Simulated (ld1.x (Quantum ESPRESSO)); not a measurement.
Cutoff test, H, PAW

ld1.x (Quantum ESPRESSO) 7.5 input, shortened:

```
&input
   title='H', zed=1., rel=1, dft='PBE', iswitch=3,
   config='1s1 2p-2'
 /
 &inputp
   pseudotype=3, lpaw=.true., tm=.true., lloc=-1, rcloc=1.15,
   nlcc=.false.,
   which_augfun='PSQ', rmatch_augfun_nc=.true.
 /
3
1S  1  0   1.00   0.00  1.20  1.35  0.0
1S  1  0   0.00   0.80  1.20  1.35  0.0
2P  2  1  -2.00   0.25  0.95  1.25  0.0
 &test
   configts(1)='1s1'
 /
```

The pseudo-atom Hamiltonian at the reference potential is diagonalised in spherical Bessel functions j_l(qr) that vanish at 20 bohr, with q² up to the cutoff. All-electron valence levels (Ry): 1s -0.4772.

**Question.** How do the lowest levels (Ry) of each channel move with the cutoff, and are there ghosts?

**Answer.**

```
cutoff (Ry)     s #1    p #1    p #2    d #1    f #1    f #2  Σ f·Δε (mRy)
          8  -0.4508  0.0294  0.1001  0.0773  0.1194  0.2591          26.3
         10  -0.4618  0.0294  0.1001  0.0773  0.1194  0.2591          15.4
         12  -0.4687  0.0294  0.1000  0.0773  0.1194  0.2591           8.5
         15  -0.4728  0.0294  0.1000  0.0773  0.1194  0.2591           4.4
         18  -0.4758  0.0294  0.1000  0.0773  0.1194  0.2591           1.4
         21  -0.4766  0.0294  0.1000  0.0773  0.1194  0.2591           0.6
         25  -0.4770  0.0294  0.1000  0.0773  0.1194  0.2591           0.2
         30  -0.4772  0.0294  0.1000  0.0773  0.1194  0.2591           0.0
        400  -0.4772  0.0294  0.1000  0.0773  0.1194  0.2591           0.0
```

Result: no extra level below or beside the all-electron valence levels (s, p, d, f tested); 10 mRy is reached at 12 Ry and 1 mRy at 21 Ry.
